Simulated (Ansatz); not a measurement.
The cluster ZrO₄H₄⁺. Total charge 1; doublet. Geometry PBE-D4/def2-SVP.

```
atom    x (Å)    y (Å)    z (Å)
 Zr1   0.4600   0.1389   0.4327
  O2  -0.1959  -0.5865  -2.4457
  O3  -0.1149   0.4677  -1.6110
  O4  -0.1704   1.6297   1.3799
  O5  -0.2669  -1.4906   1.0148
  H6  -0.6150   2.2241   2.0119
  H7  -0.7519  -2.1793   1.5056
  H8  -0.6270  -0.2136  -3.2630
  H9   2.2820   0.0096   0.9748
```

In the def2 sets Zr takes a core potential; there is no spin–orbit coupling. The structure holds one bond between oxygen atoms, so isomers without such links may lie far lower. The structure comes from a short search, and lower isomers may exist.

Task: Estimate the α-spin orbital energies around the gap (eV) in Ansatz with PBE-D4/def2-TZVP, PBE0-D4/def2-TZVP.

Result: 
```json
{"orbital": "HOMO−5", "PBE-D4/def2-TZVP": "-13.40", "PBE0-D4/def2-TZVP": "-15.64"}
{"orbital": "HOMO−4", "PBE-D4/def2-TZVP": "-13.33", "PBE0-D4/def2-TZVP": "-14.89"}
{"orbital": "HOMO−3", "PBE-D4/def2-TZVP": "-13.07", "PBE0-D4/def2-TZVP": "-14.85"}
{"orbital": "HOMO−2", "PBE-D4/def2-TZVP": "-12.97", "PBE0-D4/def2-TZVP": "-14.52"}
{"orbital": "HOMO−1", "PBE-D4/def2-TZVP": "-12.69", "PBE0-D4/def2-TZVP": "-14.48"}
{"orbital": "HOMO", "PBE-D4/def2-TZVP": "-12.28", "PBE0-D4/def2-TZVP": "-13.18"}
{"orbital": "LUMO", "PBE-D4/def2-TZVP": "-7.32", "PBE0-D4/def2-TZVP": "-6.33"}
{"orbital": "LUMO+1", "PBE-D4/def2-TZVP": "-7.00", "PBE0-D4/def2-TZVP": "-6.02"}
{"orbital": "LUMO+2", "PBE-D4/def2-TZVP": "-6.27", "PBE0-D4/def2-TZVP": "-5.24"}
{"orbital": "LUMO+3", "PBE-D4/def2-TZVP": "-6.00", "PBE0-D4/def2-TZVP": "-5.01"}
{"orbital": "LUMO+4", "PBE-D4/def2-TZVP": "-5.50", "PBE0-D4/def2-TZVP": "-4.46"}
{"orbital": "LUMO+5", "PBE-D4/def2-TZVP": "-5.14", "PBE0-D4/def2-TZVP": "-4.41"}
{"orbital": "β HOMO", "PBE-D4/def2-TZVP": "-11.82", "PBE0-D4/def2-TZVP": "-12.59"}
{"orbital": "β LUMO", "PBE-D4/def2-TZVP": "-11.29", "PBE0-D4/def2-TZVP": "-10.69"}
```
